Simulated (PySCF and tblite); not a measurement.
The numbers below are computed, except where a source is named.
Stationary points of C7H8O2 at B3LYP-D3(BJ)/def2-SVP, in Å:

Structure A

```
 1 C    -2.546   -0.192   -0.204
 2 C    -1.237   -0.356    0.584
 3 C    -0.146   -1.076   -0.163
 4 C     0.950   -0.287   -0.180
 5 O     2.116   -0.691   -0.799
 6 C     3.246    0.041   -0.836
 7 O     3.429    1.124   -0.358
 8 C     0.693    0.982    0.525
 9 C    -0.582    0.947    0.968
10 H    -2.972   -1.172   -0.467
11 H    -2.367    0.367   -1.135
12 H    -3.295    0.356    0.389
13 H    -0.237   -2.064   -0.614
14 H     4.005   -0.541   -1.399
15 H     1.422    1.777    0.647
16 H    -1.462   -0.917    1.515
17 H    -1.092    1.735    1.525
```

Structure B

```
 1 C    -2.729   -0.377   -0.044
 2 C    -1.248   -0.184    0.118
 3 C    -0.208   -0.860   -0.565
 4 C     0.982   -0.156   -0.340
 5 O     2.167   -0.651   -0.855
 6 C     3.369   -0.098   -0.611
 7 O     3.602    0.865    0.063
 8 C     0.769    0.966    0.482
 9 C    -0.609    0.984    0.782
10 H    -2.989   -1.442   -0.128
11 H    -3.085    0.131   -0.956
12 H    -3.286    0.045    0.806
13 H    -0.304   -1.781   -1.137
14 H     4.132   -0.698   -1.150
15 H     1.526    1.643    0.860
16 H    -0.920   -0.159    1.388
17 H    -1.169    1.771    1.287
```

Structure C

```
 1 C    -2.729   -0.508   -0.039
 2 C    -1.268   -0.202    0.010
 3 C    -0.257   -0.828   -0.636
 4 C     1.007   -0.176   -0.280
 5 O     2.160   -0.678   -0.845
 6 C     3.377   -0.155   -0.597
 7 O     3.628    0.773    0.116
 8 C     0.804    0.849    0.581
 9 C    -0.678    0.916    0.838
10 H    -2.940   -1.359   -0.703
11 H    -3.309    0.359   -0.403
12 H    -3.123   -0.751    0.963
13 H    -0.332   -1.677   -1.316
14 H     4.124   -0.740   -1.173
15 H     1.551    1.505    1.012
16 H    -0.917    0.788    1.911
17 H    -1.104    1.896    0.550
```

The path came from a restrained scan, a climbing-image band and a saddle search at GFN2-xTB; energies are PBE0/pcSseg-1 + D3(BJ)//B3LYP-D3(BJ)/def2-SVP, thermal terms GFN2-xTB.

**Question.** Which structure is a saddle point, and along which motion?

**Answer.** B: one imaginary mode (1162i cm⁻¹ at GFN2-xTB, mostly on H16, C2, C9), along the shift of hydrogen on C9 from C9 to C2.

**Question.** Give their symmetry and energies above the lowest.

**Answer.** A C1, 5.1 kcal/mol; B C1, 27.8 kcal/mol; C Cs, 0.0 kcal/mol.

Tunnelling of the moving H, left out here, will speed the real process.
